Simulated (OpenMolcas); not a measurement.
## Computed transition rates of As⁺

| Quantity | Value |
| --- | --- |
| Program | OpenMolcas |
| Method | SS-CASPT2, IPEA 0.25 Eh, imaginary shift 0.1 Eh (closed shells correlated: 3d) |
| Basis | ANO-RCC-VQZP [7s6p4d2f1g] |
| Scalar Hamiltonian | DKH2, point nucleus |
| Active space | 4 electrons in 4 orbitals (4s 4p) |
| State averaging | 2S+1 = 3 even, 3 roots; 2S+1 = 1 even, 6 roots; 2S+1 = 5 odd, 1 root; 2S+1 = 3 odd, 9 roots; 2S+1 = 1 odd, 8 roots |
| Spin-orbit coupling | RASSI with atomic mean-field integrals over the reference wave functions, term energies averaged over their components |

Rates come from the transition moments of the reference wave functions (E1 and E2 in the length form). At fixed line strength A goes as λ^-3 for E1 and M1 and as λ^-5 for E2, so a rate at the computed wavelength can be rescaled to the measured one. Measured vacuum wavelengths follow from level energies in NIST Handbook of Basic Atomic Spectroscopic Data. Branching counts decays inside the model space alone, at computed energies, and the table is only a selection of the E2 and M1 lines, drawn from those between levels with measured partners whose computed energy lies within a factor of 1.5 of the measured one.

```csv
Upper,Lower,Type,λ computed (nm),λ measured (nm),A computed (s-1),A rescaled (s-1),Branching %
4s2 4p2 3P1,4s2 4p2 3P0,M1,10720,9403,1.45e-02,2.15e-02,100.0
4s2 4p2 3P2,4s2 4p2 3P1,M1,7652,6767,2.96e-02,4.28e-02,99.9
4s2 4p2 1D2,4s2 4p2 3P2,M1,1374,1324,3.08e-01,,63.8
4s2 4p2 1D2,4s2 4p2 3P1,M1,1165,1107,1.72e-01,,35.6
4s2 4p2 1S0,4s2 4p2 1D2,E2,851.1,799.8,1.57e+00,2.14e+00,25.5
4s2 4p2 1S0,4s2 4p2 3P2,E2,525.6,498.6,1.60e-01,,2.6
4s2 4p2 1S0,4s2 4p2 3P1,M1,491.8,464.4,4.41e+00,,71.9
```

Spin-changing lines and M1 lines between different terms are not rescaled, since their strength hangs on the term gaps too.

The largest correction is for 4s2 4p2 3P1 → 4s2 4p2 3P0 (M1): 1.45e-02 × (10720 / 9403)^3 = 2.15e-02 s-1, a factor of 1.48.

No measured rate stands beside these. Rescaling mends the energy factor alone: line strengths can still be far off where a level mixes with configurations outside the active space, and weak or spin-changing lines hang on small mixing coefficients that depend on the term gaps too, so rescaling need not improve them.

CASPT2 breaks the degeneracy within a term, and the mean is taken; among the terms shown or strongly mixed into the levels shown the widest spread is 10 cm-1 (4s2 4p2 1D). Over all roots computed the reference weight is 0.85 to 0.98; the roots of lowest weight are the least certain, and an intruder state may touch them. Computed and measured levels are paired by configuration, term and J; levels that our copy of the source lacks, or whose pairing is in doubt (as where it misses far off the trend of its configuration), stay unpaired. Only configurations of the active space appear.
